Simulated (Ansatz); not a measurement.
Consider the ligand exchange at a Zr–F bond: `[NH2][Zr]([F])([Cl])[Cl]` + HCl → `[NH2][Zr]([Cl])([Cl])[Cl]` + H–F.

Isolated molecules relaxed with PBE0-D4/def2-TZVP in Ansatz; ΔE leaves out vibrations. CCSD(T)/CBS is the MP2 limit (def2-TZVPP, def2-QZVPP) plus CCSD(T) − MP2 in def2-TZVPP, frozen cores. This one scheme is used for every species. Functionals use def2-TZVPP. Elements past krypton have def2 core potentials. For Zr outer-core shells are correlated without core-valence functions, which leaves a few kJ/mol of doubt a bond. One conformer a species, not always the lowest.

```
        level  ΔE (kJ/mol)
       PBE-D4         20.6
       r2SCAN         21.8
        BHLYP         21.5
HF/def2-TZVPP         18.9
```

(1) What does CCSD(T)/CBS give? (Estimate.)

Largest T1 diagnostic among the species: 0.016.

Results:

(1) Ansatz gave: +10.7 kJ/mol. The listed levels differ from it by 9.9, 11.1, 10.8, 8.2 kJ/mol.

From r2SCAN to r2SCAN0 (25 % exact exchange), in def2-TZVPP and without D4, ΔE moves by −5.8 kJ/mol. In def2-TZVPP, CCSD(T) changes the Hartree–Fock value by −4.5 kJ/mol (the triples alone add −2.2 kJ/mol) and MP2 by −12.3 kJ/mol. Leaving LDA and LC-ωPBE aside and taking each functional with its dispersion term where it has one, the values, not all of them listed here, spread over 15.9 kJ/mol, from PBE-QIDH to CAM-B3LYP-D4. LDA lies −4.1 kJ/mol from PBE without D4.
